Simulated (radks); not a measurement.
The numbers below are computed, except where a source is named.
Orbital eigenvalues (eV) of neutral mercury, [Hg], at several levels of relativity; Dirac values are averaged over j with weights 2j + 1. Spin-unpolarised spherical Kohn-Sham, PBE, point nucleus unless stated (finite: rms radius 5.4648 fm), a radial shooting solver on a logarithmic mesh with Libxc functionals. A level marked "c x" has the speed of light scaled by that factor.

| shell | non-rel. | scalar-rel. | Dirac | Dirac, finite nucleus | change of magnitude, last against first (%) |
|---|---|---|---|---|---|
| 3s | -2956.5 | -3498.6 | -3489.4 | -3487.6 | +17.96 |
| 3p | -2730.4 | -2911.6 | -2932.5 | -2932.5 | +7.40 |
| 3d | -2308.6 | -2294.7 | -2288.7 | -2288.7 | -0.86 |
| 4s | -633.03 | -769.26 | -767.19 | -766.74 | +21.12 |
| 4p | -534.92 | -576.84 | -582.39 | -582.40 | +8.88 |
| 4d | -354.31 | -348.74 | -347.83 | -347.85 | -1.82 |
| 4f | -111.41 | -95.887 | -95.550 | -95.565 | -14.22 |
| 5s | -92.989 | -118.18 | -117.88 | -117.80 | +26.68 |
| 5p | -61.375 | -66.516 | -67.697 | -67.703 | +10.31 |
| 5d | -12.137 | -9.8604 | -9.8942 | -9.8996 | -18.43 |
| 6s | -5.2934 | -6.8169 | -6.8292 | -6.8234 | +28.90 |
| 6p (empty) | -1.3237 | - | - | - | - |
